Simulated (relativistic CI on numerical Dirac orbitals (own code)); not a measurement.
## Hyperfine structure of Tb⁴³⁺, mass number 159

Method of calculation: Dirac-Coulomb-Breit CI, KLI orbitals optimised for each configuration, a model potential for QED, unscaled Slater integrals (own radial code, finite nucleus).

CI space (outside the closed core [Ne]): 3s2 3p6 3d4, 3s2 3p5 3d5, 3s 3p6 3d5, 3s2 3p6 3d3 4s, 3s2 3p6 3d3 4p, 3s2 3p6 3d3 4d, 3s2 3p5 3d4 4s, 3s2 3p6 3d3 4f, 3s 3p6 3d4 4s, 3p6 3d5 4p, 3p6 3d6, 3p5 3d7, 3p5 3d6 4s, 3p6 3d5 4s, 3p5 3d5 4s2, 3s2 3p6 3d2 4s2, 3s2 3p6 3d 4s2 4p, 3s2 3p6 3d 4s2 4d. Double excitations out of closed p, d and f shells are left out; levels of such configurations are missing from the list, as are those of other unlisted configurations, and high levels can miss mixing partners.

Nuclear spin I = 3/2, μ = 2.009 μN, Q = 1.432 b (tables of Stone and Pyykkö). The electronic factors are computed for point nuclear moments, without core polarisation or the Bohr-Weisskopf and QED corrections.

```csv
Level,E (cm⁻¹),A (MHz),B (MHz)
3s2 3p6 3d4 5D_1,250729,-713.7,18600
3s2 3p6 3d4 3H_5,628350,48680,47000
3s2 3p6 3d4 3H_6,648538,51400,57100
3s2 3p6 3d4 3G_4,686630,55120,-18200
```

Levels with J = 0, under 50 % of one LS term, or S terms without an open s electron are left out. Small factors come from cancelling terms and can be off by tens of per cent or more.

At this charge energies of transitions that change n are usually good to better than 1 %, and those within a shell (Δn = 0) to a few per cent.

**Question.** Give the hyperfine levels of 3s2 3p6 3d4 3H_5 relative to its centre of gravity.

**Answer.** With K = F(F + 1) − I(I + 1) − J(J + 1), E = AK/2 + B[¾K(K + 1) − I(I + 1)J(J + 1)]/[2I(2I − 1)J(2J − 1)]: F = 7/2: -417700, F = 9/2: -229200, F = 11/2: 29870, F = 13/2: 376800 MHz.

LS names give the leading component of a level, which can be under half, so a name can repeat, a term be missing and a line seem to break the LS rules.
